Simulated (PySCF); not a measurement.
## Correlation energy of Hg (mercury, neutral)

[Xe] 4f14 5d10 6s2, closed-shell 1S. All numbers are calculated (PySCF 2.14, scalar relativity through the core potential, in cc-pVDZ-PP with ECP60MDF (4s4p3d1f, 38 functions)). Frozen: 5s2 5p6; 12 electrons correlated.

MP2 pair energies summed by pair of shells (mhartree):

```tsv
pair	energy	share (%)
5d-5d	-249.09	71.5
5d-6s	-81.32	23.4
6s-6s	-17.80	5.1
```

Total MP2 correlation energy: -348.20 mhartree.

Same-spin part -121.67 and opposite-spin part -226.53 mhartree; SCS-MP2 scales them by 1/3 and 6/5 to -312.40 mhartree.

| level | correlation energy (mhartree) |
| --- | --- |
| CCSD | -326.35 |
| (T) | -5.97 |
| CCSD(T) | -332.32 |

Diagnostics: T1 = 0.0081, D1 = 0.0253, largest double amplitude 0.052.

Cost of the coupled-cluster step: 0.26 s of wall time on 1 thread of Neoverse-V2 (shared host), for 12 correlated electrons.
